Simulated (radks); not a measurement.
Values are calculated unless marked as measured or tabulated.
Zn4+, 26 electrons, occupied as [Ar] 3d8 (the NIST ground configuration).

Level of theory: scalar-relativistic Kohn-Sham, r2SCAN, spin-polarised, spherical densities, finite nucleus; open shells are filled with parallel spins first; meta-GGA in the generalised Kohn-Sham scheme; Fermi nuclear charge, rms radius 3.9283 fm (a radial shooting solver on a logarithmic mesh with Libxc functionals).

Energy parts (eV):
part                       energy
total                  -48750.600
kinetic                 49533.330
electron-nucleus      -115762.362
Hartree                 19380.321
exchange-correlation    -1901.889

Orbitals (lengths in bohr, moments of r in powers of bohr; r(max) is where P^2 peaks):
orbital	occ.	eigenvalue (eV)	<r^2>	r(max)
1s up	1	-9621.911	0.003407	0.03291
1s down	1	-9621.918	0.003407	0.03291
2s up	1	-1238.502	0.06025	0.1891
2s down	1	-1236.584	0.06012	0.1890
2p up	3	-1080.615	0.04824	0.1522
2p down	3	-1079.173	0.04811	0.1521
3s up	1	-200.7533	0.5175	0.5846
3s down	1	-197.3361	0.5207	0.5854
3p up	3	-152.8152	0.5667	0.5878
3p down	3	-149.4097	0.5721	0.5890
3d up	5	-75.2376	0.7298	0.5512
3d down	3	-71.8485	0.7557	0.5548
4s up	0	-48.5003	3.849	1.660
4s down	0	-47.5495	3.957	1.682
4p up	0	-37.9749	4.986	1.872
4p down	0	-37.2912	5.136	1.899

The highest occupied level is 3d down at -71.849 eV. The electron density at the nucleus is 2.531e+04 e/bohr^3 (large components only). The density falls to 0.001 e/bohr^3 at r = 2.39 bohr. The spin density at the nucleus is -0.531 e/bohr^3 (1s 0.008, 2s -2.314, 3s 1.776). Spin moment in Bohr magnetons: 2. Summed over all electrons, <r^2> = 10.79 bohr^2, which gives a Langevin (diamagnetic) susceptibility term of -8.54 x 10^-6 cm^3/mol.
